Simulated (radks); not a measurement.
Values are calculated unless marked as measured or tabulated.
Q: The table gives one normalised radial function P(r) = r R(r) of Tl19+ in [Kr] 4d10 4f14 5s2 (r in bohr). Level of theory: non-relativistic Kohn-Sham, PBE, spin-polarised, spherical densities, point nucleus; relativity is left out, which matters for an element this heavy (a radial shooting solver on a logarithmic mesh with Libxc functionals).

r              P
0.001054   0.0029
0.001384   0.0050
0.001802   0.0083
0.002346   0.0137
0.003055   0.0226
0.003977   0.0369
0.005179   0.0595
0.006798   0.0958
0.008852   0.1492
0.01153    0.2261
0.01501    0.3305
0.01954    0.4599
0.02545    0.5979
0.0334     0.7060
0.04349    0.7055
0.05664    0.5143
0.07375    0.0841
0.09603   -0.5056
0.125     -0.9790
0.1641    -0.9339
0.2137    -0.1783
0.2783     0.9426
0.3624     1.7073
0.4718     1.6593
0.6193     1.0181
0.8064     0.4055
1.05       0.0965
1.367      0.0121
1.78       0.0007
2.318      0.0000

Which n and l does it have? It may be an empty orbital.

A: n = 4, l = 1: the number of nodes gives n - l - 1 = 2, the rise at small r (about r^(l+1)) gives l, and the extent must fit the shell. The curve is that of 4p. 4p: eigenvalue -984.85 eV, 2 radial nodes at r = 0.0768, 0.223 bohr, <r> = 0.434 bohr, 90 % of the charge inside 0.625 bohr.
